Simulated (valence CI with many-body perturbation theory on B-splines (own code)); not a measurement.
Energy levels of Sr33+

Calculated by configuration interaction combined with many-body perturbation theory (CI+MBPT): three valence electrons over a frozen Dirac-Fock core [He], a basis of 11 s, 11 p, 9 d, 7 f, 5 g, 2 h, 1 i functions for each j, with the one-electron correlation potential Σ1 (screened to all orders), the two-electron term Σ2, the three-electron term Σ3, Breit, model QED; selected single and double excitations, second order for the rest (own B-spline code, finite nucleus).

No measured spectrum was set against this ion. As an estimate, large intervals hold to a few tenths of a per cent, small ones and those within an open d or f shell to about a per cent.

Levels 46 to 90 of 98, with energies above the lowest level, (2s^2 2p1/2) J=1/2. "Leading %" is the weight of the configuration and term that name the level; weights of strongly mixed levels are sums over their largest components and can fall short. In the jj column 3d3/2^4 stands for four electrons in 3d with j = 3/2.

```tsv
No.	Configuration	Term	J	E (eV)	Leading %	Leading jj	Second component
46	2p²3s	⁴P	1/2	2572.6	58	2p1/2^2 3s (90 %)	18 % 2p²3s ²S
47	2s2p3p	²P	3/2	2573.0	47	2s 2p3/2 3p3/2 (96 %)	36 % 2s2p3p ⁴S
48	2s2p3p	²D	5/2	2582.6	54	2s 2p3/2 3p3/2 (96 %)	42 % 2s2p3p ⁴P
49	2s2p3p	²S	1/2	2585.2	61	2s 2p3/2 3p3/2 (93 %)	21 % 2s2p3p ²P
50	2p²3p	⁴D°	1/2	2599.4	45	2p1/2^2 3p1/2 (92 %)	32 % 2p²3p ²P°
51	2s2p3p	²P	1/2	2601.4	64	2s 2p3/2 3p1/2 (89 %)	20 % 2s2p3p ²S
52	2s2p3d	⁴F°	9/2	2601.6	100	2s 2p3/2 3d5/2 (100 %)	
53	2s2p3p	²D	3/2	2602.5	68	2s 2p3/2 3p1/2 (91 %)	20 % 2s2p3p ²P
54	2s2p3d	⁴D°	5/2	2603.6	51	2s 2p3/2 3d3/2 (96 %)	17 % 2s2p3d ⁴F°
55	2s2p3d	⁴D°	7/2	2604.0	55	2s 2p3/2 3d3/2 (57 %)	39 % 2s2p3d ⁴F°
56	2s2p3d	⁴P°	3/2	2605.7	52	2s 2p3/2 3d3/2 (95 %)	38 % 2s2p3d ⁴D°
57	2s2p3d	⁴P°	1/2	2606.7	88	2s 2p3/2 3d3/2 (97 %)	11 % 2s2p3d ⁴D°
58	2s2p3d	²D°	5/2	2613.7	46	2s 2p3/2 3d5/2 (97 %)	29 % 2s2p3d ⁴P°
59	2s2p3d	²P°	3/2	2618.5	39	2s 2p3/2 3d5/2 (90 %)	38 % 2s2p3d ²D°
60	2s2p3p	²D	5/2	2619.1	80	2s 2p3/2 3p3/2 (86 %)	6 % 2s2p3p ⁴P
61	2s2p3p	²P	3/2	2623.4	51	2s 2p3/2 3p3/2 (76 %)	25 % 2s2p3p ²D
62	2s2p3d	²F°	7/2	2624.0	87	2s 2p3/2 3d5/2 (58 %)	12 % 2s2p3d ⁴D°
63	2p²3p	⁴D°	3/2	2626.7	31	2p1/2^2 3p3/2 (90 %)	24 % 2p²3p ⁴P°
64	2s2p3d	²P°	1/2	2629.3	86	2s 2p3/2 3d5/2 (96 %)	9 % 2s2p3d ⁴D°
65	2s2p3p	²S	1/2	2630.3	69	2s 2p3/2 3p3/2 (86 %)	15 % 2s2p3p ²P
66	2p²3s	⁴P	3/2	2633.8	83	2p1/2 2p3/2 3s (88 %)	8 % 2s2p3p ²P
67	2p²3s	²P	1/2	2641.8	64	2p1/2 2p3/2 3s (87 %)	23 % 2p²3s ⁴P
68	2p²3s	⁴P	5/2	2645.2	45	2p1/2 2p3/2 3s (87 %)	44 % 2p²3s ²D
69	2p²3d	⁴F	3/2	2649.2	43	2p1/2^2 3d3/2 (94 %)	18 % 2p²3d ²D
70	2p²3s	²D	3/2	2651.2	54	2p1/2 2p3/2 3s (89 %)	36 % 2p²3s ²P
71	2s2p3d	²F°	5/2	2652.0	72	2s 2p3/2 3d3/2 (88 %)	8 % 2s2p3d ²D°
72	2s2p3d	²D°	3/2	2653.8	78	2s 2p3/2 3d3/2 (83 %)	13 % 2s2p3d ²P°
73	2s2p3d	²F°	7/2	2654.5	86	2s 2p3/2 3d5/2 (90 %)	6 % 2s2p3d ⁴D°
74	2s2p3d	²P°	1/2	2658.5	60	2s 2p3/2 3d3/2 (63 %)	12 % 2p²3p ⁴D°
75	2p²3p	⁴P°	1/2	2660.3	28	2p1/2 2p3/2 3p1/2 (67 %)	26 % 2s2p3d ²P°
76	2s2p3d	²D°	5/2	2661.5	76	2s 2p3/2 3d5/2 (92 %)	17 % 2s2p3d ²F°
77	2p²3d	⁴D	5/2	2661.6	24	2p1/2^2 3d5/2 (89 %)	24 % 2p²3d ⁴F
78	2p²3p	⁴D°	3/2	2663.8	40	2p1/2 2p3/2 3p1/2 (69 %)	22 % 2s2p3d ²P°
79	2s2p3d	²P°	3/2	2665.6	64	2s 2p3/2 3d5/2 (60 %)	10 % 2p²3p ⁴D°
80	2p²3p	²F°	5/2	2672.8	35	2p1/2 2p3/2 3p1/2 (89 %)	31 % 2p²3p ²D°
81	2p²3p	⁴D°	5/2	2683.9	51	2p1/2 2p3/2 3p3/2 (98 %)	35 % 2p²3p ⁴P°
82	2p²3p	⁴P°	1/2	2686.6	42	2p1/2 2p3/2 3p3/2 (96 %)	28 % 2p²3p ²P°
83	2p²3p	²D°	3/2	2687.7	36	2p1/2 2p3/2 3p1/2 (65 %)	35 % 2p²3p ⁴S°
84	2p²3p	⁴P°	3/2	2691.3	39	2p1/2 2p3/2 3p3/2 (67 %)	36 % 2p²3p ²D°
85	2p²3p	²F°	7/2	2694.9	49	2p1/2 2p3/2 3p3/2 (95 %)	48 % 2p²3p ⁴D°
86	2p²3p	²P°	3/2	2701.4	50	2p1/2 2p3/2 3p3/2 (95 %)	20 % 2p²3p ⁴S°
87	2p²3p	²D°	5/2	2706.7	45	2p1/2 2p3/2 3p3/2 (92 %)	27 % 2p²3p ²F°
88	2p²3d	⁴F	3/2	2710.9	40	2p1/2 2p3/2 3d3/2 (96 %)	34 % 2p²3d ²P
89	2p²3d	⁴F	5/2	2711.9	53	2p1/2 2p3/2 3d3/2 (95 %)	40 % 2p²3d ²F
90	2p²3d	⁴D	1/2	2713.2	81	2p1/2 2p3/2 3d3/2 (100 %)	14 % 2p²3d ²P
```
